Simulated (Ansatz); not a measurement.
```yaml
crystal:
  periodic: [false, false, false]
  atoms:
    - {symbol: F, position_ang: [0.390829, -0.718030, 0.874585]}
    - {symbol: Al, position_ang: [0.291860, -1.282753, -0.757261]}
    - {symbol: F, position_ang: [0.749911, -2.825340, -1.001760]}
    - {symbol: S, position_ang: [-0.429245, 0.430939, -1.713170]}
    - {symbol: Al, position_ang: [-1.598693, 1.178844, 1.258251]}
    - {symbol: H, position_ang: [-1.648693, 1.178844, 1.258251]}
    - {symbol: H, position_ang: [0.977830, 2.030699, 0.804089]}
basis:
  gaussian: {orbitals: aug-cc-pVDZ, point_charges: [{charge: -1.00, position_ang: [5.126, -0.188, 0.352]}]}
hamiltonian: {xc: {name: r2SCAN50}, pseudopotentials: {relativity: none}}
```

```sh
$ ansatz run in.yaml --threads 2 --pin off --events-out ev --progress --plain --max-ram 4352MiB
```

Output, abridged:

```
Functional definition: r2SCAN50
1648 factors; their error is unknown
mean field evaluation 1: about -26721.3490 eV, gradient 5.5e1 eV
mean field evaluation 2: about -26653.1319 eV, gradient 1.2e2 eV
mean field evaluation 4: about -26728.2366 eV, gradient 5.6e0 eV
mean field evaluation 8: about -26728.4158 eV, gradient 2.7e-1 eV
mean field evaluation 16: about -26728.6749 eV, gradient 3.6e-3 eV
mean field -26728.67485519 eV, -982.2606835817 hartree, gradient 5.2e-5 eV, S^2 0.000000; 0 other end points of the search recorded, 0 dependent functions left out
reference -26728.67487389 eV, -982.2606842688 hartree; 31, 31 occupied and 114, 114 virtual orbitals, 1648 factors
Total energy: -26728.67487389 eV, -982.2606842688 hartree
```

In this input one atom was put on top of another. The run converged. The result belongs to that input, not to the molecule as meant.
